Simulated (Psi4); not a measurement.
C$_{3}$H$_{7}$O (SMILES [CH2-]COC), charge -1, singlet, at a GFN2-xTB geometry (a gas-phase anion, which may not be bound at this level), with bond 7-3 at 2.0 times its length. Base run: Psi4 1.11 with B3LYP/6-31G.

Input for Psi4:
```
memory 2 GB

molecule {
-1 1
  O    -0.02364204   -0.72791359   -0.02410158
  C    -0.11695116    0.72309764    0.02353500
  C     1.27997189   -1.17584587   -0.05346219
  C    -1.53793975    1.16403974   -0.03994654
  H     0.53282928    1.00119920    0.93898760
  H     0.44859738    1.10785920   -0.85183032
  H     1.25510393   -3.36480803   -0.05048483
  H     1.82097837   -0.82845799   -0.95497355
  H     1.85749247   -0.82621646    0.82524896
  H    -1.97405394    1.11319354    0.99190016
  H    -1.51473106    2.25830906   -0.28530416
}

set basis 6-31g

energy('b3lyp')
print_variables()
```

Variants of this job, named by their change:

```
change                                        ΔE vs base (µEh)  SCF cycles  grid points  basis functions
--------------------------------------------  ----------------  ----------  -----------  ---------------
base                                                       0.0          13       235997               50
ints_tolerance = 1e-8                                      0.0          13       235997               50
dft_radial_scheme = becke                                  0.1          13       207956               50
scf_initial_accelerator = none                             0.0          13       235997               50
cholesky_tolerance = 1e-6 (with scf_type cd)              26.3          13       235997               50
df_basis_scf = def2-universal-jkfit                      -14.5          13       235997               50
damping_percentage = 20                                    0.3          26       235997               50
damping_percentage = 50                                   -1.1          77       235997               50
scf_type = dfdirj+cosx                                   -51.9          14       235997               50
level_shift = 0.3                                          0.0          13       235997               50
guess = sap                                                0.0          14       235997               50
dft_radial_points = 35                                   -12.4          13       112261               50
dft_pruning_scheme = robust                                0.0          13       161917               50
```

A gas-phase anion may not be bound at this level; its values then depend on the basis.
